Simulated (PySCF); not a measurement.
1-chloro-1-fluorobuta-1,2-diene (C₄H₄ClF), SMILES CC=C=C(F)Cl. Coordinates come from a PBE-D3(BJ)/def2-SVP optimisation.

Computed with PBE-D3(BJ)/def2-SVP (PySCF 2.14.0).

Harmonic wavenumbers (cm⁻¹): 101, 123, 160, 240, 356, 444, 499, 531, 645, 793, 898, 999, 1044, 1084, 1206, 1328, 1383, 1399, 1451, 2035, 2965, 3024, 3037, 3092. Rotational constants (GHz): 5.334, 1.429, 1.198; symmetry number 1.

Work out the zero-point energy and the ideal-gas rigid-rotor harmonic-oscillator thermochemistry at 298.15 K and 1 atm.

ZPE = ½ Σ hcν = ½ × 28837 cm⁻¹ = 41.23 kcal/mol. H − E(el) = 46.12 kcal/mol. Entropy in cal/(mol K): translation 39.91, rotation 27.96, vibration 15.13, total 82.99. G − E(el) = 21.37 kcal/mol. Cp = 24.63 cal/(mol K). Modes under 150 cm⁻¹ make the vibrational entropy uncertain.
